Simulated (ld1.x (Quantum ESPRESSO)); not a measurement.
Which change was made? (Pt, ultrasoft)

```
Element                 : platinum (Pt)
Generator               : ld1.x (Quantum ESPRESSO) 7.5
Type                    : ultrasoft
Functional              : PBEsol
Relativity              : scalar-relativistic
Frozen core             : [Xe] 4f14
Valence charge          : 10
Reference configuration : 5d10 6s0 6p0
Partial waves           : 6s (bound, empty): rcut 1.80, rcutus 2.50 bohr; 6s channel at 0.2 Ry: rcut 1.80, rcutus 2.50 bohr; 6p (bound, empty): rcut 2.55, rcutus 2.85 bohr; 6p channel at 2.65 Ry: rcut 2.55, rcutus 2.85 bohr; 5d (bound): rcut 2.45, rcutus 2.65 bohr; 5d channel at 3.25 Ry: rcut 2.45, rcutus 2.65 bohr
Local potential         : all-electron potential smoothed inside 2.00 bohr (lloc = -2)
Core correction         : Bessel-smoothed model core, default radius (core density twice the valence density)
Augmentation charge     : PSQ, inside the norm-conserving radii
```

Cutoffs, loose and tight: the cutoffs (Ry, on a coarse ladder) from which the occupation-weighted sum of valence levels, in a spherical-Bessel basis at the reference potential, stays within 10 and 1 mRy of its value at 400 Ry. They do not see the model core or the augmentation charge, which bear on the density cutoff. Test errors are all-electron minus pseudo excitation energies from the reference, over the configurations 5d9 6s1 6p0; 5d9 6s0 6p0; 5d8 6s0 6p0; 5d9 6s0.5 6p0; 5d7 6s0 6p0; 5d9.5 6s0.5 6p0; 5d8 6s2 6p0; variants that change the core or the reference have their own tests.

The base gives: outcome: generated; cutoff, loose: 15 Ry; cutoff, tight: 25 Ry; bound ghosts: none; largest test error (meV): -1541.

Question: After one change the result is: outcome: generated; cutoff, loose: 15 Ry; cutoff, tight: 25 Ry; bound ghosts: none; largest test error (meV): -933. Which change was it?
A. core [Kr] 4d10 4f14, valence charge 18; reference 5s2 5p6 5d9 6s1 6p0; waves now 5s (bound): rcut 1.50, rcutus 1.75 bohr; 6s (bound): rcut 1.50, rcutus 1.75 bohr; 5p (bound): rcut 1.50, rcutus 2.00 bohr; 6p (bound): rcut 1.50, rcutus 2.00 bohr; 5d (bound): rcut 1.15, rcutus 1.55 bohr; 5d channel at 3.25 Ry: rcut 1.15, rcutus 1.55 bohr; local potential all-electron potential smoothed inside 1.50 bohr (lloc = -1); core correction none
B. reference 5d8 6s0 6p0
C. augmentation PSQ, radius 1.80 bohr

Answer: B. The others give: augmentation PSQ, radius 1.80 bohr → outcome: failed: chargeps: negative rho | core [Kr] 4d10 4f14, valence charge 18; reference 5s2 5p6 5d9 6s1 6p0; waves now 5s (bound): rcut 1.50, rcutus 1.75 bohr; 6s (bound): rcut 1.50, rcutus 1.75 bohr; 5p (bound): rcut 1.50, rcutus 2.00 bohr; 6p (bound): rcut 1.50, rcutus 2.00 bohr; 5d (bound): rcut 1.15, rcutus 1.55 bohr; 5d channel at 3.25 Ry: rcut 1.15, rcutus 1.55 bohr; local potential all-electron potential smoothed inside 1.50 bohr (lloc = -1); core correction none → outcome: generated, overlap not positive; bound ghosts: not determined (overlap not positive); largest test error (meV): test run stopped at test 1 of 7 (negative rho). A file whose overlap is not positive is unfit for use, and its test errors describe a broken file.
